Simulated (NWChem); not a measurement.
HfH$_{4}$S; SMILES [SH][HfH3]

All runs: NWChem. All runs use the structure optimised with PBE0/def2-SVP. def2 effective core potentials on Hf; no spin-orbit coupling. Vertical excitations in the gas phase.

Q: Estimate the computed values for B3LYP/def2-SVP, TDA. Quantities: lowest excitation, singlet (eV); oscillator strength of that lowest state; lowest triplet (eV); orbital gap (eV).

A: lowest excitation, singlet (eV): 4.23
oscillator strength of that lowest state: 0.002
lowest triplet (eV): 3.94
orbital gap (eV): 5.49
